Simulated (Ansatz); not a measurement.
A geometry relaxed with Ansatz (a program for electronic structure) with B3LYP-D3(BJ)/def2-TZVP, charge 0, multiplicity 1:

```xyz
7

H      2.0887    -0.5780    -0.2599
H     -0.1741     1.8647    -0.8387
O      1.7161     0.2565    -0.5594
H     -0.7568    -1.4544     0.8823
H     -2.0133    -0.1508     0.5853
Si     0.1259     0.5400    -0.2879
C     -0.9865    -0.4779     0.4783
```

**Question.** Write the SMILES of this molecule.

**Answer.** `C=[SiH]O`
